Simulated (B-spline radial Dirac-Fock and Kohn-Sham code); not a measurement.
## How the settings move the core levels of Ti

ΔSCF core binding energies without Breit or QED terms, calculated with an atomic code on a B-spline grid. Keys: rel is the Hamiltonian (dirac, or spin-free x2c and nr, where L3 and M5 stand for the whole 2p and 3d shells), method is hf or an exchange,correlation pair (spin-unpolarised, also for the hole states), nuc the nuclear model, radius_factor scales its radius, rmax is the box in bohr, h the logarithmic mesh step, order the B-spline order, points the quadrature points per cell, c_factor scales the speed of light, and damp, ndamp, maxit and tol steer the iteration. The run stops when the commutator error falls below 10·tol·max(1, Z/10), or the numerical noise floor, and the energy has settled to about 1e-8 Ha; the virial ratio is −V/T.

Base input:

```json
{"items": [{"Z": 22, "q": 0, "cfg": [[1, 0, 2], [2, 0, 2], [2, 1, 6], [3, 0, 2], [3, 1, 6], [3, 2, 2], [4, 0, 2]], "A": 48, "rrms": 3.5921, "do": "settings", "holes": ["K", "L3", "M5"],
  "settings": [{"rel": "dirac", "method": "hf", "nuc": "fermi", "radius_factor": 1.0, "rmax": 45.0, "h": 0.3, "order": 8, "points": 10, "c_factor": 1.0, "maxit": 60, "damp": 0.5, "ndamp": 3, "tol": 1e-08}]}]}
```

The ground state converged in 12 iterations, with total energy -852.81984 Ha, virial ratio 1.98954 and highest orbital energy -6.09 eV. ΔSCF binding energies: K (1s) 4982.8 eV, L3 (2p3/2) 467.0 eV. Holes are computed only in closed shells, and unreliable hole states are left out.

Changes from the base run:

```csv
changed setting,Δ total energy (Ha),Δ K (eV),Δ L3 (eV),iterations
"method = "lda,vwn"",+1.08056,+0.69,-0.55,10
radius_factor = 2.0,+0.00530,-0.06,0.00,12
nuc = "gauss",0.00000,0.00,0.00,12
tol = 1e-06,0.00000,0.00,0.00,10
"rel = "nr"; method = "lda,vwn"; order = 9",?,?,?,?
rel = "nr"; c_factor = 0.9; tol = 1e-06,+4.44976,-32.18,+1.25,10
c_factor = 0.9,-1.06046,+7.67,-0.30,12
rmax = 80.0,0.00000,0.00,0.00,12
h = 0.18,0.00000,0.00,0.00,12
"method = "lda,vwn"",+1.08056,+0.69,-0.55,10
order = 5,+0.00012,0.00,0.00,12
rel = "x2c"; c_factor = 10.0; tol = 1e-06,+4.40828,-31.90,+1.26,10
,0.00000,0.00,0.00,12
nuc = "sphere",0.00000,0.00,0.00,12
rmax = 80.0; order = 5; tol = 1e-06,+0.00012,0.00,0.00,10
```

Q: What does the change rel = "nr"; method = "lda,vwn"; order = 9 do?

A: The total energy moves by +5.54262 Ha and the binding energies by K -31.69 eV, L3 +0.69 eV; the run takes 10 iterations.
